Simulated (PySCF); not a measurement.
## Calculated data, CH3BClGe

Computed with PySCF 2.14.0. Calculation on a computer-drawn molecule: the log of a Hartree-Fock and frozen-core CCSD(T) single point meant for a local Hartree-Fock minimum, with one planted fault or none, to be diagnosed. Offsets are logged minus clean, where the clean run is the same molecule without the fault. The reference is restricted for singlets and unrestricted otherwise, and also for a bond in bohr or an excited solution. Adding or removing an electron swaps singlet and doublet. The excited solution moves the top pair (singlet) or top alpha electron (doublet) to the lowest empty orbital. Highest occupied and lowest empty are orbital energies over both spins, largest force is the largest gradient component, triples share is (T) over the correlation energy, the T1 limit is 0.02 restricted and 0.045 unrestricted, electrons count all cores, a negative frequency is imaginary (commonest isotopes), and the dipole is about the centre of nuclear charge; on germanium a core potential holds 10 electrons, which the energies leave out, and 3d is frozen in MP2 and coupled-cluster steps.

CH3BClGe

Logged structure:
```xyz
7
CH3BClGe
C      1.1986    -0.7230    -0.1852
B      1.0990     0.5204     0.4295
Ge     0.7354     2.2455     1.4180
Cl     2.2906     2.7538     2.8544
H      0.5807    -1.5630     0.1171
H      1.8993    -0.9167    -0.9910
H      0.5190     3.4987     0.5758
```

```
meant charge                                : 0
meant multiplicity                          : 2
meant basis                                 : cc-pV(D+d)Z
meant basis and core potential on germanium : cc-pVDZ-PP ECP10MDF
logged electrons                            : 63
logged basis functions                      : 89
logged SCF converged                        : yes
logged spin squared                         : 3.7713
logged highest occupied                     : -6.6517 eV
logged lowest empty                         : 0.078314 eV
logged largest force                        : 0.081431 hartree/bohr
logged T1 diagnostic                        : 0.014431
logged D1 diagnostic                        : 0.04714
logged triples share                        : 0.026329
logged CC converged                         : yes
logged dipole magnitude                     : 4.1016 debye
logged SCF stable within its kind           : yes
logged energy HF                            : -817.06984 hartree
logged energy CCSD(T)                       : -817.51167 hartree
possible faults                             : no fault, one electron removed, one electron added, multiplicity raised by two, geometry at a saddle point, SCF held on an excited solution, minimal basis STO-3G, one bond length entered in bohr, all coordinates scaled
planted fault                               : multiplicity raised by two
HF energy offset from clean run             : 44.75 kcal/mol
CCSD(T) energy offset from clean run        : 68.9 kcal/mol
```

Drawn bonds:
| atom | other atom | order |
| --- | --- | --- |
| 1 | 2 | 2 |
| 2 | 3 | 1 |
| 3 | 4 | 1 |
| 1 | 5 | 1 |
| 1 | 6 | 1 |
| 3 | 7 | 1 |
